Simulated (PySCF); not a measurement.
An unknown gives this computed stick spectrum. The calculation used TDDFT CAM-B3LYP/def2-SVPD, vertical, gas phase, core orbitals frozen in the response (PySCF 2.14.0, density-fitted response routines). Geometries: PBE0-D3(BJ)/def2-SVP, one conformer each.

```tsv
state	E (eV)	λ (nm)	f
S1	4.88	254.1	0.708
S2	5.30	233.8	0.0000
S3	5.49	225.9	0.0008
S4	6.87	180.5	0.0018
S5	6.99	177.3	0.0065
S6	7.20	172.2	0.0014
S7	7.30	169.9	0.093
S8	7.36	168.4	0.0010
S9	7.52	165.0	0.0014
S10	7.78	159.5	0.064
```

Task: Which structure fits?
A. `[SiH3][SiH]([SiH3])CC=C`
B. `C(/C=C/B)=C`
C. `[SiH3][SiH2][SiH2]C1CC1`
D. `C1CC1C1CC1`

Result: B. Its S1, at 4.88 eV, is the lowest among the candidates; the nearest of the others has S1 at 6.47 eV. S1 is HOMO→LUMO (98%). Löwdin shares by element: HOMO carbon 84% (atoms not listed hold the other 16%); LUMO carbon 52% or more, boron 26% (atoms not listed hold the other 22%). At the same level the other candidates give, for their lowest levels:
- `C=CC[SiH]([SiH3])[SiH3]`: 6.47 eV (f 0.176); 6.63 eV (f 0.194); 6.70 eV (f 0.011); 6.78 eV (f 0.078); 7.00 eV (f 0.177); T1 4.18 eV; HOMO -8.48, LUMO 0.77 eV
- `[SiH3][SiH2][SiH2]C1CC1`: 6.69 eV (f 0.029); 7.01 eV (f 0.191); 7.31 eV (f 0.043); 7.33 eV (f 0.088); 7.54 eV (f 0.014); T1 5.97 eV; HOMO -9.03, LUMO 0.89 eV
- `C1CC1C1CC1`: 7.36 eV (f 0.003); 7.41 eV (f 0.000); 7.76 eV (f 0.047); 7.81 eV (f 0.028); 8.11 eV (f 0.000); T1 7.23 eV; HOMO -8.62, LUMO 1.66 eV

The values belong to the conformer `[BH2:1]/[CH:2]=[CH:3]/[CH:4]=[CH2:5]`: C2–C3–C4–C5 180°.
Triplets come from the Tamm–Dancoff approximation.

Without π bonds the low states are Rydberg-like; a valence basis with one diffuse set may place them up to an eV too high.
